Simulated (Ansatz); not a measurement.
Basis-set series for FH6NSi3 (`F[Si]N([SiH3])[SiH3]`). The species carries charge 0 and has multiplicity 1. The geometry is a stationary point of PBE0-D4/def2-TZVP. It is one conformer, not always the lowest.

```json
{"functional": "PBE0-D4", "basis": "def2-SVP", "functions": "112", "energy (Eh)": "-1025.84892", "HOMO (eV)": "-7.32", "LUMO (eV)": "-1.55"}
{"functional": "PBE0-D4", "basis": "def2-TZVPP", "functions": "272", "energy (Eh)": "-1026.35523", "HOMO (eV)": "-7.39", "LUMO (eV)": "-1.70"}
{"functional": "ωB97M-V", "basis": "def2-SVP", "functions": "112", "energy (Eh)": "-1026.25995", "HOMO (eV)": "-9.44", "LUMO (eV)": "0.53"}
{"functional": "ωB97M-V", "basis": "def2-TZVPP", "functions": "272", "energy (Eh)": "-1026.77268", "HOMO (eV)": "-9.55", "LUMO (eV)": "0.26"}
```

Question: Give the rows for def2-QZVPP. (Estimate.)

Answer: Ansatz gave: 
```tsv
functional	basis	functions	energy (Eh)	HOMO (eV)	LUMO (eV)
PBE0-D4	def2-QZVPP	504	-1026.39459	-7.41	-1.75
ωB97M-V	def2-QZVPP	504	-1026.80908	-9.57	0.13
```

Positive LUMOs are unbound and depend on the basis.
